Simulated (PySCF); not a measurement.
Ga(H)(Br)(vinyl) (C2H4BrGa), SMILES [GaH]([Br])[CH]=C.

Geometry optimised at PBE-D3(BJ)/def2-SVP. The values are those of a single conformer.

Computed with PySCF with TDA-B3LYP/def2-SVPD.

Vertical excitations.  State labels are in the subgroup Cs.

Task: Give excitation energies, oscillator strengths and character. (Estimate from the structure and the level; the computed values follow.)

Result: 
| state | symmetry | energy (eV) | λ (nm) | f | main pairs |
|---|---|---|---|---|---|
| S1 | A" | 4.48 | 277 | 0.000 | HOMO→LUMO 99 % |
| S2 | A' | 5.30 | 234 | 0.128 | HOMO−1→LUMO 86 % |
| S3 | A" | 5.43 | 228 | 0.000 | HOMO−3→LUMO 97 % |
| S4 | A" | 5.87 | 211 | 0.001 | HOMO−4→LUMO 98 % |
| S5 | A' | 5.88 | 211 | 0.085 | HOMO−2→LUMO 78 % |
| S6 | A' | 6.26 | 198 | 0.103 | HOMO→LUMO+1 91 % |
| S7 | A" | 6.44 | 193 | 0.003 | HOMO→LUMO+2 57 %, HOMO−1→LUMO+1 37 % |
| S8 | A" | 6.50 | 191 | 0.015 | HOMO−1→LUMO+1 61 %, HOMO→LUMO+2 35 % |
| S9 | A" | 6.96 | 178 | 0.037 | HOMO−2→LUMO+1 96 % |
| S10 | A' | 7.09 | 175 | 0.003 | HOMO→LUMO+3 95 % |
| T1 | A' | 3.92 | 317 | 0 | HOMO−1→LUMO 44 %, HOMO−2→LUMO 38 %, HOMO−2→LUMO+2 10 % |
| T2 | A" | 4.28 | 290 | 0 | HOMO→LUMO 93 % |
| T3 | A' | 4.81 | 258 | 0 | HOMO−1→LUMO 50 %, HOMO−2→LUMO 46 % |
| T4 | A" | 5.10 | 243 | 0 | HOMO−3→LUMO 90 % |
Triplets are in the Tamm–Dancoff approximation.
